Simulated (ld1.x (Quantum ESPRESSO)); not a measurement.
# Au (Z = 79), PAW: configuration errors across variants

* Element: gold
* Generator: ld1.x (Quantum ESPRESSO) 7.5
* Type: PAW
* Functional: PBEsol
* Relativity: scalar-relativistic
* Frozen core: [Kr] 4d10 4f14 5s2
* Valence charge: 17
* Reference configuration: 5p6 5d10 6s1 6p0
* Partial waves: 6s (bound): rcut 1.75, rcutus 2.05 bohr; 6s channel at 0.4 Ry: rcut 1.75, rcutus 2.05 bohr; 5p (bound): rcut 1.40, rcutus 1.60 bohr; 6p (bound, empty): rcut 1.40, rcutus 1.60 bohr; 5d (bound): rcut 2.10, rcutus 2.35 bohr; 5d channel at 3.3 Ry: rcut 2.10, rcutus 2.35 bohr; 5f channel at -0.15 Ry: rcut 1.75, rcutus 2.10 bohr; 5f channel at 2.5 Ry: rcut 1.75, rcutus 2.10 bohr
* Local potential: all-electron potential smoothed inside 1.55 bohr (lloc = -2)
* Core correction: Bessel-smoothed model core, default radius (core density twice the valence density)
* Augmentation charge: PSQ, inside the norm-conserving radii

All-electron excitation energies from the reference (eV): (1) 5p6 5d10 6s0 6p0 9.439; (2) 5p6 5d9 6s0 6p0 30.677; (3) 5p6 5d8 6s0 6p0 64.584; (4) 5p6 5d9 6s1 6p0 12.155; (5) 5p6 5d7 6s0 6p0 112.325; (6) 5p6 5d10 6s0.5 6p0 3.791; (7) 5p6 5d9 6s2 6p0 1.673.

The default core radius of the base comes out at 0.77 bohr.

The overlap operator is not positive definite (basis up to 400 Ry) in “local potential all-electron potential smoothed inside 1.35 bohr (lloc = -1)”. Such files are unfit for use, however small their errors in these radial tests.

3 further variants failed, have other tests or another functional or relativity, and are left out.

A true bound ghost makes a file unfit for plane-wave use even where its test errors are small: the radial tests pick states by their node count and pass the ghost by.

Errors AE − PS in meV (a dash: test not solved or not reliable):

| change | (1) | (2) | (3) | (4) | (5) | (6) | (7) | bound ghosts |
| --- | --- | --- | --- | --- | --- | --- | --- | --- |
| base | -3.9 | -2.5 | -16 | +0.3 | -69 | -1.6 | +1.4 | s |
| waves 5d (bound): rcut 1.80, rcutus 1.90 bohr; 5d channel at 3.3 Ry: rcut 1.80, rcutus 1.90 bohr | -3.9 | -7.1 | -25 | -1.6 | -75 | -1.5 | +1.0 | s |
| local potential all-electron potential smoothed inside 1.35 bohr (lloc = -1) | -3.9 | -2.1 | -13 | +0.5 | -61 | -1.6 | +1.4 | s (p not tested, overlap not positive) |
| waves 6s (bound): rcut 1.75, rcutus 2.44 bohr; 6s channel at 0.4 Ry: rcut 1.75, rcutus 2.44 bohr | -3.9 | -2.5 | -16 | +0.6 | -69 | -1.6 | +2.2 | none |
| waves 5p (bound): rcut 1.16, rcutus 1.22 bohr; 6p (bound): rcut 1.16, rcutus 1.22 bohr | – | – | – | – | – | – | – | s |

(1) Give the same row for: core correction Bessel-smoothed model core inside 1.50 bohr.

## Answers

(1) -3.9, -2.5, -16, +0.4, -69, -1.6, +1.3; bound ghosts: s.
